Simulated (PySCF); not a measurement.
## HfH₃ + 3 F₂ → HfF₃ + 3 HF

Level: PBE0 in the def2-TZVP basis family, computed in PySCF with density fitting; scalar-relativistic core potentials for atoms from Rb on, none lighter, no spin–orbit coupling; open shells unrestricted.

```csv
species,state and structure,E (Eh),ZPE (kJ/mol),H(298 K) − H(0) (kJ/mol),S° (J/(mol K))
HfH₃,"doublet, C3v, Hf–H 1.860 Å (×3); H–Hf–H 118.6° (×3)",-49.67762,39.2,12.2,255.3
F₂,"singlet, D∞h, F–F 1.376 Å",-199.40856,6.6,8.7,201.9
HfF₃,"doublet, D3h, Hf–F 1.902 Å (×3)",-347.60814,13.8,16.5,322.1
HF,"singlet, C∞v, H–F 0.920 Å",-100.39188,24.9,8.7,173.6
```

(1) What is the electronic reaction energy?

(2) Add zero-point, thermal and entropy terms for 298.15 K and 1 bar.

## Answers

(1) At PBE0/def2-TZVP, ΔE = -2311.7 kJ/mol from the differences of the total energies times 2625.5, downhill. 

(2) ΔZPE = 29.5 and Δ[H(298) − H(0)] = 4.3 kJ/mol give ΔH° = -2277.9 kJ/mol. ΔS° = -18.1 J/(mol K), so ΔG° = -2277.9 − 298.15 × (-0.0181) = -2273 kJ/mol.

Spin–orbit coupling can matter for HfH₃, HfF₃ and is left out. Open d or f shells are single determinants, so the state found may not be the ground state. The structures come from searches over a few start shapes, so lower isomers are not excluded.
